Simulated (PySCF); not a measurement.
# Radial density of V⁻ (vanadium, charge -1)

B3LYP, [Ar] 3d4 4s2, high-spin 5D determinant. Calculation: PySCF 2.14, in aug-cc-pVDZ-DK (7s6p4d2f, 59 functions); scalar relativity by spin-free X2C-1e.

```
r (bohr)  4πr²ρ (e/bohr)  4πr²(ρα − ρβ)
 0.00118          0.1898         0.0000
 0.00199          0.4837         0.0000
 0.00335           1.207         0.0001
 0.00563           2.904         0.0003
 0.00947           6.570         0.0006
  0.0159           13.32         0.0012
  0.0268           22.33         0.0019
  0.0450           27.48         0.0018
  0.0758           23.00         0.0018
   0.127           22.06         0.0179
   0.214           29.78         0.1272
   0.361           16.72         0.6246
   0.607           9.637         1.7874
    1.02           10.52         2.3386
    1.72           3.021         1.3982
    2.89          0.9048         0.4653
    4.85          0.3923         0.0782
    8.17         0.08441        -0.0156
    13.7        0.005424        -0.0030
```

Densities and radii are taken from the X2C orbitals without a picture-change correction, which distorts them close to the nucleus.

At B3LYP the highest occupied level has a positive energy, so only the finite basis holds that electron; in a semilocal or global hybrid functional this comes from self-interaction and does not mean that the real anion is unbound.

**Question.** Where is the radial spin density 4πr²(ρα − ρβ) most negative, and why is it negative at all?

**Answer.** Around r = 8.17 bohr, down to -0.0156 e/bohr: exchange with the open shell polarises the paired shells in an unrestricted calculation.
